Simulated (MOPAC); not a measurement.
A run for MOPAC: PM3 on SeF+, 2S+1 = 3, a spin state set in the input, which need not be the lowest, a point of a bond scan (R = 1.541 Å). Charge +1.

```
PM3 1SCF PRECISE CHARGE=1 UHF MS=1 THREADS=1
FSe

F      0.00000000 1     0.00000000 1     0.00000000 1
Se     0.00000000 1     0.00000000 1     1.54071700 1
```

Output:

```
*******************************************************************************
 **                                                                           **
 **                              MOPAC v23.2.5                                **
 **                                                                           **
 *******************************************************************************
 ** MOPAC's Digital Object Identifier: https://doi.org/10.5281/zenodo.6511958 **
 **                                                                           **
 ** Please cite the open-source release paper for use of this MOPAC version:  **
 ** J. E. Moussa and J. J. P. Stewart (2026)                                  **
 ** MOPAC: An open-source semiempirical molecular orbital program             **
 ** J. Open Source Softw., 11(119), 8025, https://doi.org/10.21105/joss.08025 **
 *******************************************************************************

                              PM3 CALCULATION RESULTS

 *******************************************************************************
 *  PM3        - The PM3 Hamiltonian to be used
 *  UHF        - UNRESTRICTED HARTREE-FOCK CALCULATION
 *
 *
 *
 *                 CHARGE ON SYSTEM = +1
 *
 *
 *
 *  MS=        - IN MECI, MAGNETIC COMPONENT OF SPIN =  1.0
 *  PRECISE    - TIGHTER CRITERIA TO BE USED
 *  1SCF       - DO 1 SCF AND THEN STOP
 *  THREADS=1  - MULTI-THREADING NOT USED
 *  T=         - A TIME OF 172800.0 SECONDS REQUESTED
 *  DUMP=N     - RESTART FILE WRITTEN EVERY 7200.0 SECONDS REQUESTED
 *******************************************************************************
PM3 1SCF PRECISE CHARGE=1 UHF MS=1 THREADS=1
 FSe

   ATOM   CHEMICAL          X               Y               Z
  NUMBER   SYMBOL      (ANGSTROMS)     (ANGSTROMS)     (ANGSTROMS)

     1       F          0.00000000  *   0.00000000  *   0.00000000  *
     2      Se          0.00000000  *   0.00000000  *   1.54071700  *



          CARTESIAN COORDINATES

    NO.       ATOM           X           Y           Z

     1         F          0.0000      0.0000      0.0000
     2        Se          0.0000      0.0000      1.5407

  F: (PM3): J. J. P. STEWART, J. COMP. CHEM. 10, 209 (1989).
 Se: (PM3): J. J. P. STEWART, J. COMP. CHEM. 12, 320-341 (1991).

           Empirical Formula: F Se  =     2 atoms



      MOLECULAR POINT GROUP   :   C*v


          UHF CALCULATION, NO. OF ALPHA ELECTRONS =    7
                           NO. OF BETA  ELECTRONS =    5

 -------------------------------------------------------------------------------
 PM3 1SCF PRECISE CHARGE=1 UHF MS=1 THREADS=1
 FSe



     1SCF WAS SPECIFIED, SO BFGS WAS NOT USED
     SCF FIELD WAS ACHIEVED


                              PM3 CALCULATION
                                                       MOPAC v23.2.5 Linux




          FINAL HEAT OF FORMATION =        191.17527 KCAL/MOL =     799.87733 KJ/MOL


          COSMO AREA              =         70.05 SQUARE ANGSTROMS
          COSMO VOLUME            =         53.64 CUBIC ANGSTROMS

          IONIZATION POTENTIAL    =         18.765830 EV
          ALPHA SOMO LUMO (EV)    =        -18.855 -8.314
          BETA  SOMO LUMO (EV)    =        -18.766 -9.032
          NO. OF ALPHA ELECTRONS  =          7
          NO. OF BETA  ELECTRONS  =          5
          MOLECULAR WEIGHT        =         97.9584         POINT GROUP:  C*v

          MOLECULAR DIMENSIONS (Angstroms)

            Atom       Atom       Distance
           Se     2    F     1     1.54072
           Se     2    F     1     0.00000
            F     1   Se     2     0.00000


          SCF CALCULATIONS        =          1





   ATOM   CHEMICAL          X               Y               Z
  NUMBER   SYMBOL      (ANGSTROMS)     (ANGSTROMS)     (ANGSTROMS)

     1       F          0.00000000  *   0.00000000  *   0.00000000  *
     2      Se          0.00000000  *   0.00000000  *   1.54071700  *

                             CARTESIAN COORDINATES

   1    F        0.000000000     0.000000000     0.000000000
   2   Se        0.000000000     0.000000000     1.540717000


           Empirical Formula: F Se  =     2 atoms



      MOLECULAR POINT GROUP   :   C*v


          ALPHA EIGENVALUES
 -33.76825 -26.53331 -25.69762 -25.69762 -22.67950 -18.85516 -18.85516  -8.31404


           BETA EIGENVALUES
 -31.37644 -25.35870 -24.50917 -24.50917 -18.76583  -9.03161  -9.03161  -6.57493


              NET ATOMIC CHARGES AND DIPOLE CONTRIBUTIONS

  ATOM NO.   TYPE          CHARGE      No. of ELECS.   s-Pop       p-Pop
    1          F          -0.097230        7.0972     1.49005     5.60718
    2         Se           1.097230        4.9028     1.93693     2.96584
 DIPOLE           X         Y         Z       TOTAL
 POINT-CHG.     0.000     0.000     2.155     2.155
 HYBRID        -0.000    -0.000    -0.556     0.556
 SUM           -0.000    -0.000     1.599     1.599


          ATOMIC ORBITAL ELECTRON POPULATIONS

     Atom    s        px        py        pz
    1  F   1.49005   1.91882   1.91882   1.76953
    2 Se   1.93693   1.08118   1.08118   0.80349


                    (SZ)    =    1.000000
                    (S**2)  =    2.023936


          ATOMIC ORBITAL SPIN POPULATIONS

    Atom   Total    s     px     py     pz
         Atomic
    1  F  0.1284 -0.038  0.081  0.081  0.004
    2 Se  1.8716  0.048  0.919  0.919 -0.014

 **********************
 *                    *
 * JOB ENDED NORMALLY *
 *                    *
 **********************




 == MOPAC DONE ==
```

The run finished.

Cost: very roughly 0.03 core-seconds.
